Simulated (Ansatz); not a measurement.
# Nudged elastic band run: FGeH$_{5}$

input.yaml

```yaml
crystal:
  periodic: [false, false, false]
  atoms:
    - { symbol: Ge, position_ang: [0.316923, 3.1e-05, -0.228969] }
    - { symbol: H, position_ang: [-0.040496, 0.000132, 1.276764] }
    - { symbol: H, position_ang: [1.844963, -5.6e-05, -0.339956] }
    - { symbol: H, position_ang: [-0.27638, 1.260155, -0.866421] }
    - { symbol: H, position_ang: [-0.276537, -1.260074, -0.866314] }
    - { symbol: F, position_ang: [-2.690235, 1.4e-05, 1.921739] }
    - { symbol: H, position_ang: [-1.764539, -0.000202, 1.836257] }
basis:
  gaussian: { orbitals: def2-mTZVP }
hamiltonian:
  xc: pbe0
  dispersion: d4
neb:
  order_check: false
  images: 5
  f_tol: 0.05
  max_iterations: 60
  final_atoms:
    - { symbol: Ge, position_ang: [-0.28721318, 1.6e-05, -0.72929903] }
    - { symbol: H, position_ang: [-0.28255194, -5.252e-05, 3.33051843] }
    - { symbol: H, position_ang: [0.91282241, -2.986e-05, 0.22463089] }
    - { symbol: H, position_ang: [-0.35876548, 1.27465751, -1.57914861] }
    - { symbol: H, position_ang: [-0.3588296, -1.27459749, -1.57918754] }
    - { symbol: F, position_ang: [-1.71676942, 3.614e-05, 0.2752931] }
    - { symbol: H, position_ang: [-0.79499379, -2.979e-05, 2.79029276] }
  initial_path:
    images:
      - { positions_ang: [[0.316923, 3.1e-05, -0.228969], [-0.040496, 0.000132, 1.276764], [1.844963, -5.6e-05, -0.339956], [-0.27638, 1.260155, -0.866421], [-0.276537, -1.260074, -0.866314], [-2.690235, 1.4e-05, 1.921739], [-1.764539, -0.000202, 1.836257]] }
      - { positions_ang: [[0.21799348, 1.9e-05, -0.14517053], [-0.05388796, 8.521e-05, 1.49109278], [1.73232977, -4.541e-05, -0.36513732], [-0.41139754, 1.26170533, -0.75487208], [-0.41151374, -1.26164734, -0.75480285], [-2.42327064, 1.594e-05, 1.46321099], [-1.53655437, -0.00013273, 1.79877901]] }
      - { positions_ang: [[0.11906395, 7.01e-06, -0.06137206], [-0.06727992, 3.842e-05, 1.70542156], [1.61969654, -3.482e-05, -0.39031864], [-0.54641508, 1.26325566, -0.64332315], [-0.54649047, -1.26322067, -0.6432917], [-2.15630627, 1.787e-05, 1.00468298], [-1.30856974, -6.347e-05, 1.76130102]] }
      - { positions_ang: [[0.02013443, -4.99e-06, 0.02242641], [-0.08067189, -8.36e-06, 1.91975034], [1.50706331, -2.423e-05, -0.41549996], [-0.68143262, 1.26480599, -0.53177423], [-0.68146721, -1.26479401, -0.53178056], [-1.88934191, 1.981e-05, 0.54615497], [-1.08058511, 5.8e-06, 1.72382303]] }
      - { positions_ang: [[-0.08231477, 2.01e-06, -0.22814874], [-0.14796524, -2.308e-05, 2.39000637], [1.30898301, -2.611e-05, -0.20212301], [-0.57387691, 1.26808983, -0.88089902], [-0.57392134, -1.26806184, -0.88091622], [-1.83181775, 2.525e-05, 0.45586768], [-0.98538801, -6.06e-06, 2.07931294]] }
      - { positions_ang: [[-0.18476398, 9.0e-06, -0.47872388], [-0.21525859, -3.78e-05, 2.8602624], [1.11090271, -2.798e-05, 0.01125394], [-0.46632119, 1.27137367, -1.23002381], [-0.46637547, -1.27132966, -1.23005188], [-1.77429358, 3.07e-05, 0.36558039], [-0.8901909, -1.793e-05, 2.43480285]] }
      - { positions_ang: [[-0.28721318, 1.6e-05, -0.72929903], [-0.28255194, -5.252e-05, 3.33051843], [0.91282241, -2.986e-05, 0.22463089], [-0.35876548, 1.27465751, -1.57914861], [-0.3588296, -1.27459749, -1.57918754], [-1.71676942, 3.614e-05, 0.2752931], [-0.79499379, -2.979e-05, 2.79029276]] }
```

Command:

```bash
$ ansatz run input.yaml --threads 1 --pin off --max-ram 2048MiB --backend cpu --events-out ev --progress --plain --runs-dir out
```

Output, in part (warnings, iteration lines, the closing report on the highest movable image, with atoms numbered from 0):

```
NEB end point (image 0): max|allowed force component| = 1.087e-2 eV/Å (the criterion of neb.relax_end_points is 1.000e-2)
NEB end point (image 6): max|allowed force component| = 1.837e-2 eV/Å (the criterion of neb.relax_end_points is 1.000e-2)
NEB iter   1: max|band force component| = 5.668e0 eV/Å  barrier→ = 3.1373 eV  barrier← = 3.4533 eV  Δτ_max = 0.2000 Å  (162 SCF iters)
NEB iter   2: max|band force component| = 2.651e0 eV/Å  barrier→ = 2.0930 eV  barrier← = 2.4089 eV  Δτ_max = 0.2000 Å  (137 SCF iters)
NEB iter   3: max|band force component| = 2.610e0 eV/Å  barrier→ = 1.6767 eV  barrier← = 1.9926 eV  Δτ_max = 0.2000 Å  (131 SCF iters)
NEB iter   4: max|band force component| = 6.464e-1 eV/Å  barrier→ = 1.4022 eV  barrier← = 1.7182 eV  Δτ_max = 0.0967 Å  (129 SCF iters)
NEB iter   5: max|band force component| = 1.088e0 eV/Å  barrier→ = 1.3310 eV  barrier← = 1.6469 eV  CI = image 3  Δτ_max = 0.2000 Å  (130 SCF iters)
NEB iter   6: max|band force component| = 1.051e0 eV/Å  barrier→ = 1.8061 eV  barrier← = 2.1220 eV  CI = image 3  Δτ_max = 0.1017 Å  (135 SCF iters)
NEB iter   7: max|band force component| = 5.201e-1 eV/Å  barrier→ = 1.7959 eV  barrier← = 2.1119 eV  CI = image 3  Δτ_max = 0.0556 Å  (129 SCF iters)
NEB iter   8: max|band force component| = 2.240e-1 eV/Å  barrier→ = 1.7734 eV  barrier← = 2.0893 eV  CI = image 3  Δτ_max = 0.0238 Å  (125 SCF iters)
NEB iter   9: max|band force component| = 1.261e-1 eV/Å  barrier→ = 1.7685 eV  barrier← = 2.0844 eV  CI = image 3  Δτ_max = 0.0098 Å  (112 SCF iters)
NEB iter  10: max|band force component| = 9.791e-2 eV/Å  barrier→ = 1.7666 eV  barrier← = 2.0825 eV  CI = image 3  Δτ_max = 0.0083 Å  (104 SCF iters)
NEB iter  11: max|band force component| = 3.602e-2 eV/Å  barrier→ = 1.7663 eV  barrier← = 2.0822 eV  CI = image 3  Δτ_max = 0.0000 Å  (223 SCF iters)
Total energy: -59305.46499653 eV, -2179.4356399344 hartree
Atom 0 at    -0.172135    -0.000002    -0.106888 Å, force    -0.051432     0.000001     0.014498 eV/Å
Atom 1 at    -0.014775    -0.000011     1.754362 Å, force     0.012570    -0.000000     0.018215 eV/Å
Atom 2 at     1.371994    -0.000022     0.025732 Å, force     0.003054    -0.000000    -0.001194 eV/Å
Atom 3 at    -0.583428     1.315540    -0.764904 Å, force     0.002579     0.007221    -0.001443 eV/Å
Atom 4 at    -0.583463    -1.315531    -0.764907 Å, force     0.002579    -0.007221    -0.001443 eV/Å
Atom 5 at    -1.960458     0.000022     0.918469 Å, force     0.043161    -0.000000    -0.017809 eV/Å
Atom 6 at    -0.944036     0.000003     1.671237 Å, force    -0.012510    -0.000000    -0.010825 eV/Å
Dipole moment:     0.426158    -0.000006    -0.155215 e Å
```

The forces met the threshold. Neighbouring images differ by up to 1.4 eV, so the band resolves the path poorly. A vibrational analysis at the climbing image gives 2 clearly imaginary modes (1259i, 143i cm⁻¹): a point of higher order, so a lower path passes nearby. The orbitals stay closed-shell, which can raise the energy where a bond breaks towards radicals; this wasn't checked here.

Final band (atoms are numbered from 1 in the order of the input):

```csv
image,path coordinate (Å),energy (kcal/mol),Ge1–H2 (Å),F6–H7 (Å),Ge1–F6 (Å)
0,0.00,0.0,1.55,0.93,3.70
1,0.68,0.7,1.55,0.93,3.18
2,1.36,10.9,1.60,0.96,2.55
3,2.04,40.7,1.87,1.26,2.06
4,2.92,8.3,2.48,1.80,1.78
5,3.79,-5.7,3.23,2.23,1.75
6,4.66,-7.3,4.06,2.68,1.75
```

Run time: 120 s on 1 thread of Intel(R) Xeon(R) Processor @ 2.70GHz, with other jobs on the host, peak memory 0.14 GiB.
